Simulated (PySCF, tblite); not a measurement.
Compound: C4H7B2NO.
Geometry (PBE0-D3(BJ)/def2-SVP, Å), atoms numbered from 1 in this order:
```xyz
15
C4H7B2NO angstrom
B      3.184    0.353   -0.114
O      2.053   -0.347   -0.221
B      0.924   -1.058   -0.340
N     -0.351   -0.395   -0.289
C     -1.575   -1.038   -0.403
C     -2.573   -0.108   -0.311
C     -1.946    1.168   -0.133
C     -0.594    0.959   -0.124
H      3.694    0.787   -1.123
H      3.656    0.534    0.986
H      0.964   -2.252   -0.490
H     -1.618   -2.116   -0.542
H     -3.641   -0.308   -0.365
H     -2.443    2.130   -0.025
H      0.229    1.661   -0.013
```

Jobs on this species (15 atoms, 56 electrons) with PySCF (density fitting) and tblite. Hardware of each: Arm Neoverse N1, one thread, no GPU (shared host). Other jobs ran on the host; a repeat could differ by tens of per cent or more.

Question: Rank these jobs by wall time, shortest first.
A. GFN2-xTB; Hessian by finite differences
B. wB97X-D/def2-SVPD; 10 singlets by full TDDFT, 4 Tamm–Dancoff triplets, polarisability, dynamic polarisability, ΔSCF ions, density and orbital grids written; 219 basis functions
C. B3LYP/pcJ-1; spin–spin couplings from 14 perturbed nuclei, spin–dipole term for 3 of them; 286 basis functions
D. GFN2-xTB; L-BFGS relaxation
E. wB97X-D/def2-SVPD, IEF-PCM acetone; 6 singlets by full TDDFT, polarisability; 219 basis functions
F. PBE0/pcSseg-1, IEF-PCM acetone; shieldings, ring-centre shieldings, charges and field gradients; 171 basis functions

Answer: A (0.67 s), D (1.4 s), F (42 s), E (73 s), C (2.4 min), B (4.0 min).

All jobs:

```json
{"level and settings": "GFN2-xTB", "work": "Hessian by finite differences", "basis functions": "–", "SCF cycles": "–", "wall time": "0.67 s"}
{"level and settings": "GFN2-xTB", "work": "L-BFGS relaxation", "basis functions": "–", "SCF cycles": "–", "wall time": "1.4 s"}
{"level and settings": "PBE0/pcSseg-1, IEF-PCM acetone", "work": "shieldings, ring-centre shieldings, charges and field gradients", "basis functions": "171", "SCF cycles": "14", "wall time": "42 s"}
{"level and settings": "PBE0/pcSseg-1", "work": "shieldings, ring-centre shieldings, charges and field gradients, density and orbital grids written", "basis functions": "171", "SCF cycles": "14", "wall time": "50 s"}
{"level and settings": "wB97X-D/def2-SVPD, IEF-PCM acetone", "work": "6 singlets by full TDDFT, polarisability", "basis functions": "219", "SCF cycles": "13", "wall time": "73 s"}
{"level and settings": "B3LYP/pcJ-1", "work": "spin–spin couplings from 14 perturbed nuclei, spin–dipole term for 3 of them", "basis functions": "286", "SCF cycles": "14", "wall time": "2.4 min"}
{"level and settings": "PBE0-D3(BJ)/def2-SVP, grid level 1", "work": "geometry optimisation from a GFN2-xTB start shaken at random", "basis functions": "147", "SCF cycles": "74", "wall time": "2.8 min"}
{"level and settings": "delta-SCF UKS SCAN, pcX-2 on the ionised atom, pcseg-1 elsewhere, spin-free X2C", "work": "ΔSCF core ionisation, 6 holes", "basis functions": "178", "SCF cycles": "255", "wall time": "3.6 min"}
{"level and settings": "wB97X-D/def2-SVPD", "work": "10 singlets by full TDDFT, 4 Tamm–Dancoff triplets, polarisability, dynamic polarisability, ΔSCF ions, density and orbital grids written", "basis functions": "219", "SCF cycles": "13", "wall time": "4.0 min"}
```

Question: What do all jobs in the table cost together?

Answer: About 16 min; the longest takes about 26 % of that, and about 360 times as long as the shortest.
